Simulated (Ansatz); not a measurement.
Cost and result up the ladder for Ta₂O₇H₄ (13 atoms). Charge 0, multiplicity 1. Geometry: PBE-D4/def2-SVP.

```xyz
13

Ta    0.037    0.465    1.377
Ta   -0.858    0.078   -1.648
O    -0.348   -1.152    1.919
O    -1.391    0.777    0.088
O     0.027    1.699    2.845
O     1.226    0.840   -0.278
O     0.411   -1.412   -1.449
O    -2.262   -0.562   -2.444
O     1.908   -0.275    0.427
H    -0.192    1.557    3.784
H     1.613   -1.035   -0.181
H    -0.350    1.360   -2.793
H     0.178   -2.340   -1.647
```

Ansatz on 4 threads of Arm Neoverse N1 on a shared host. Times are rough, and most runs start from the orbitals of an earlier one. ωB97M-V/def2-TZVP serves as the yardstick here, not as an exact answer. Differences are given only for rows in sets of like size (and for xTB, whose basis is part of the method), since another set adds its own error. Binding counts from free atoms at the same level (Ta quartet, O triplet, H doublet; other spins of the atoms weren't run), without zero-point energy or a counterpoise term.

In the def2 sets Ta takes a core potential; there is no spin–orbit coupling. HSE06 is defined as in plane-wave codes, on full-range PBE exchange. Correlated methods freeze 7 core orbitals; core or outer-core shells of Ta are correlated, in sets that lack core-valence functions. The structure holds one bond between oxygen atoms, so isomers without such links may lie far lower. The structure comes from a short search, and lower isomers may exist.

Correlated methods converge slowly with the basis.

```
                            level  functions  wall time
                  PBE-D4/def2-SVP        182      4.8 s
                 PBE0-D4/def2-SVP        182        8 s
                 PBE-D4/def2-TZVP        321        9 s
                PBE-D4/def2-TZVPD        402       17 s
                PBE0-D4/def2-TZVP        321       18 s
               HSE06-D4/def2-TZVP        321       18 s
r2SCAN-D4/def2-TZVP (with forces)        321       21 s
                    MP2/def2-TZVP        321       21 s
             r2SCAN0-D4/def2-TZVP        321       25 s
               PBE0-D4/def2-TZVPD        402       28 s
              HSE06-D4/def2-TZVPD        402       30 s
                ωB97M-V/def2-TZVP        321       46 s
```

**Question.** Estimate what each level gives for the binding energy per atom (eV).

**Answer.** 
| level | binding energy per atom (eV) | difference from ωB97M-V/def2-TZVP (eV) | remarks |
| --- | --- | --- | --- |
| PBE-D4/def2-SVP | 4.96 | – | – |
| PBE0-D4/def2-SVP | 4.63 | – | – |
| PBE-D4/def2-TZVP | 4.93 | 0.27 | – |
| PBE-D4/def2-TZVPD | 4.93 | 0.27 | – |
| PBE0-D4/def2-TZVP | 4.63 | -0.03 | – |
| HSE06-D4/def2-TZVP | 4.63 | -0.03 | – |
| r2SCAN-D4/def2-TZVP (with forces) | 4.77 | 0.11 | – |
| MP2/def2-TZVP | 4.87 | 0.22 | test for broken spin undecided |
| r2SCAN0-D4/def2-TZVP | 4.49 | -0.17 | – |
| PBE0-D4/def2-TZVPD | 4.63 | -0.03 | – |
| HSE06-D4/def2-TZVPD | 4.63 | -0.02 | – |
| ωB97M-V/def2-TZVP | 4.66 | 0.00 | – |
